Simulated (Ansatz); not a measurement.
Ligand-field states of CrF₃ at its r2SCAN-D4/def2-TZVP geometry (relaxed as a quartet).

```tsv
atom	x (Å)	y (Å)	z (Å)
Cr1	-0.008	-0.003	-0.005
F2	0.987	-1.189	-0.767
F3	-0.773	-0.358	1.501
F4	-0.207	1.550	-0.729
```

CASSCF(3,5) on the Cr 3d shell in def2-TZVP, averaged with equal weights over 10 quartets and 12 doublets, then SC-NEVPT2; Ansatz, no spin–orbit coupling. The space holds no ligand orbitals and no second d shell, so covalent complexes are described poorly.

(1) Estimate the states' energies above the lowest.

Answers

(1) 
| state | CASSCF (eV) | NEVPT2 (eV) |
| --- | --- | --- |
| quartet 1 | 0.00 | 0.00 |
| quartet 2 | 0.74 | 1.12 |
| quartet 3 | 0.76 | 1.13 |
| quartet 4 | 0.95 | 1.44 |
| quartet 5 | 0.95 | 1.44 |
| quartet 6 | 1.20 | 1.54 |
| quartet 7 | 1.20 | 1.54 |
| quartet 8 | 3.32 | 3.62 |
| quartet 9 | 4.39 | 4.65 |
| quartet 10 | 4.39 | 4.65 |
| doublet 1 | 1.74 | 1.67 |
| doublet 2 | 1.86 | 1.83 |
| doublet 3 | 1.86 | 1.83 |
| doublet 4 | 2.10 | 1.94 |
| doublet 5 | 2.10 | 1.94 |
| doublet 6 | 2.15 | 2.02 |
| doublet 7 | 2.15 | 2.02 |
| doublet 8 | 2.28 | 2.35 |
| doublet 9 | 2.78 | 2.86 |
| doublet 10 | 2.78 | 2.86 |
| doublet 11 | 2.89 | 3.04 |
| doublet 12 | 2.89 | 3.04 |
The lowest NEVPT2 state is a quartet. Hardware: 4 threads of Arm Neoverse V1 on a shared host. Wall time 15 s.
